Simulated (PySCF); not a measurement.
Radial density of I⁴⁵⁺ (iodine, charge +45)

UHF, [He] 2s2 2p4, high-spin 3P determinant. Computed with PySCF 2.14 in an uncontracted even-tempered set (17 s from 20 bohr⁻², ratio 2.5; 11 p from 26 bohr⁻², ratio 2.5; 5 d from 110 bohr⁻², ratio 2.7; 4 f from 160 bohr⁻², ratio 2.7), with the spin-free X2C one-electron Hamiltonian (Gaussian nucleus).

```json
{"r (bohr)": "0.0202", "4πr²ρ (e/bohr)": "65.58", "4πr²(ρα − ρβ)": "2.0880"}
{"r (bohr)": "0.0340", "4πr²ρ (e/bohr)": "49.09", "4πr²(ρα − ρβ)": "7.4293"}
{"r (bohr)": "0.0573", "4πr²ρ (e/bohr)": "48.54", "4πr²(ρα − ρβ)": "16.8335"}
{"r (bohr)": "0.0963", "4πr²ρ (e/bohr)": "55.31", "4πr²(ρα − ρβ)": "17.7192"}
{"r (bohr)": "0.162", "4πr²ρ (e/bohr)": "18.13", "4πr²(ρα − ρβ)": "5.1069"}
{"r (bohr)": "0.272", "4πr²ρ (e/bohr)": "0.6049", "4πr²(ρα − ρβ)": "0.1609"}
{"r (bohr)": "0.458", "4πr²ρ (e/bohr)": "0.0009781", "4πr²(ρα − ρβ)": "0.0003"}
```

Densities and radii are taken from the X2C orbitals without a picture-change correction, which distorts them close to the nucleus.

Spin-orbit coupling is strong in this species (close to jj coupling), so the high-spin LS determinant is a model state, not a physical level.
